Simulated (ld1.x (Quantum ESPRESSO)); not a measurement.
## magnesium (Mg): one change to a PAW potential, before and after

```
Element                 : magnesium (Mg)
Generator               : ld1.x (Quantum ESPRESSO) 7.5
Type                    : PAW
Functional              : PBE
Relativity              : scalar-relativistic
Frozen core             : [He]
Valence charge          : 10
Reference configuration : 2s2 2p6 3s2 3p0
Partial waves           : 2s (bound): rcut 0.95, rcutus 1.10 bohr; 3s (bound): rcut 0.95, rcutus 1.10 bohr; 2p (bound): rcut 1.05, rcutus 1.15 bohr; 3p (bound, empty): rcut 1.05, rcutus 1.15 bohr; 3d channel at 0.2 Ry: rcut 1.15, rcutus 1.30 bohr; 3d channel at 2 Ry: rcut 1.15, rcutus 1.30 bohr
Local potential         : all-electron potential smoothed inside 1.25 bohr (lloc = -1)
Core correction         : Bessel-smoothed model core, default radius (core density twice the valence density)
Augmentation charge     : PSQ, inside the norm-conserving radii
```

All-electron outer shells of the reference configuration (PBE, scalar-relativistic, ld1.x):

| shell | level (eV) | outermost node (bohr) | outermost maximum (bohr) |
| --- | --- | --- | --- |
| 1s | -1259.65 | – | 0.09 |
| 2s | -79.85 | 0.18 | 0.54 |
| 2p | -46.61 | – | 0.48 |
| 3s | -4.70 | 0.90 | 2.56 |
| 3p | -1.33 | 0.96 | 3.46 |

Change: local potential all-electron potential smoothed inside 1.20 bohr (lloc = -2).

Cutoffs: the cutoffs (Ry, on a coarse ladder) from which the occupation-weighted sum of valence levels, in a spherical-Bessel basis at the reference potential, stays within 10 and 1 mRy of its value at 400 Ry; they do not see the model core or the augmentation charge, which bear on the density cutoff. Errors are all-electron minus pseudo energies relative to the spin-unpolarised reference configuration.

**Question.** How do hardness, ghosts and transferability respond?

**Answer.** The potential gets neither clearly harder nor softer (70 Ry and 110 Ry → 70 Ry and 110 Ry); of the 7 tests that both files solve, the error grows in 2 and shrinks in 0 by more than 15 % and 0.3 meV (median size 0.1 → 0.1 meV); neither file shows a bound ghost.

```csv
quantity,base,changed
"cutoff, loose",70 Ry,70 Ry
"cutoff, tight",110 Ry,110 Ry
bound ghosts,none,none
"error for 2s2 2p6 3s1 3p0, meV [ΔE 7.96 eV]",-0.1,-0.1
"error for 2s2 2p6 3s0 3p0, meV [ΔE 22.99 eV]",-0.3,-0.3
"error for 2s2 2p6 3s1.5 3p0, meV [ΔE 3.14 eV]",0.0,0.0
"error for 2s2 2p5 3s2 3p0, meV [ΔE 58.54 eV]",-9.9,-16
"error for 2s2 2p6 3s0 3p2, meV [ΔE 7.18 eV]",-0.1,-0.1
"error for 2s1 2p6 3s2 3p0, meV [ΔE 91.47 eV]",-7.1,-11
"error for 2s2 2p6 3s1 3p1, meV [ΔE 3.49 eV]",0.0,0.0
s: phases at 1.40 bohr within 0.05 rad from the reference energy up to (Ry; the scan ends near 5),to the end of the scan,to the end of the scan
p: phases at 1.40 bohr within 0.05 rad from the reference energy up to (Ry; the scan ends near 5),to the end of the scan,to the end of the scan
d: phases at 1.40 bohr within 0.05 rad from the reference energy up to (Ry; the scan ends near 5),to the end of the scan,to the end of the scan
lowest overlap eigenvalue by channel,"s 0.23, p 0.28, d 0.97","s 0.19, p 0.27, d 0.98"
```
